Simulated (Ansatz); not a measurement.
Ca3⁻. Total charge -1; doublet. Geometry relaxed at r2SCAN/def2-TZVPD.

| atom | x (Å) | y (Å) | z (Å) |
| --- | --- | --- | --- |
| Ca1 | -1.696 | 0.191 | 1.283 |
| Ca2 | 1.781 | -0.936 | 0.717 |
| Ca3 | -0.084 | 0.746 | -2.000 |

The charge -1 doublet is spin-contaminated (final ⟨S²⟩ up to 1.37, 0.75 for a pure state). The structure comes from a short search, and lower isomers may exist.

Problem. Estimate the harmonic wavenumbers at UKS r2SCAN/def2-TZVPD (Ansatz, unscaled). Is this a minimum?

Solution. 114, 114, 147 cm⁻¹. Yes, no mode is imaginary beyond noise. Zero-point energy 2.2 kJ/mol. Run time 38 s (4 threads of Arm Neoverse V2 on a shared host).
